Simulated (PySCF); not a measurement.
Vertical excitations of a molecule C3H7BFN from TDA-PBE/def2-SVPD run with PySCF, as energy in eV (oscillator strength): 5.60 (0.146), 5.95 (0.001), 6.24 (0.000), 6.67 (0.000), 6.75 (0.439), 6.97 (0.032), 6.99 (0.000), 7.16 (0.001), 7.35 (0.006), 7.63 (0.000). Lowest triplet (TDA): 3.89 eV. Geometry optimised at ωB97X-D3(BJ)/def2-SVP. The geometry has at least one imaginary mode, so it is a saddle point at that level. Other conformers were not sampled.

**Question.** Pick the molecule that these values belong to.
(A) C/C=C/B(N)F
(B) CB(N)/C=C\F
(C) C=C(F)B(C)N
(D) FB1CCCN1

**Answer.** A, C/C=C/B(N)F
